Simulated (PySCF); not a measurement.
These are B3LYP-D3(BJ)/def2-TZVP (PySCF 2.14.0) values and carry that method's errors. All species are isolated molecules in the gas phase. One relaxed conformer stands for a flexible species; it need not be the lowest. B3LYP has the VWN-RPA correlation part, as in Gaussian. 

Reference species (SMILES): `C=C[SiH2]` (neutral, multiplicity 2).

highest occupied spin orbital: -5.49 eV

Changed species: `[SiH2][SiH3]` (radical fragment; the reference has radical fragment).

**Question.** Predict the effect on the highest occupied spin orbital.

**Answer.** the highest occupied spin orbital falls by 0.46 eV, to -5.95 eV.
